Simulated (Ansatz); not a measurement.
[GaBr6]3- (GaBr6³⁻), relaxed as a singlet with RKS r2SCAN-D4/def2-SVPD in Ansatz, starting from the GFN2-xTB (ALPB water) geometry. Force threshold 0.02 eV/Å.

A multiply charged anion in the gas phase is held together partly by the finite basis. The highest occupied level of the charge -3 singlet lies above zero (up to 4.41 eV). By energy differences it is unbound by 3.88 eV (vertical, against the charge -2 doublet, at PBE-D4/def2-SVP) and held by the finite basis.

Start:

```xyz
7

Ga    0.002    0.000   -0.001
Br    2.170   -0.733    1.639
Br   -2.171    0.731   -1.637
Br    1.641   -0.231   -2.278
Br   -1.640    0.230    2.275
Br    0.722    2.701    0.249
Br   -0.725   -2.699   -0.247
```

Problem. Estimate the energy that the relaxation releases and the steps that it takes.

Solution. 35.5 kJ/mol, in 4 steps; 49 s on 4 threads of Intel Xeon on a shared host. No frequencies were taken in this run, so the end may be a saddle point.

Problem. Does the start keep its bonding and symmetry?

Solution. By distances, no bond broke or formed. The bond that changes most is Ga1–Br2, from 2.82 to 2.64 Å (atoms count from 1). Point group Oh at the start, Oh at the end, both within 0.05 Å.

Problem. Predict the relaxed structure.

Solution. 
```xyz
7

Ga    0.0000    0.0000    0.0000
Br    2.0376   -0.6871    1.5381
Br   -2.0376    0.6870   -1.5379
Br    1.5404   -0.2166   -2.1378
Br   -1.5403    0.2165    2.1376
Br    0.6816    2.5442    0.2335
Br   -0.6817   -2.5441   -0.2334
```
Bond lengths: 6 × Br–Ga 2.64 Å.
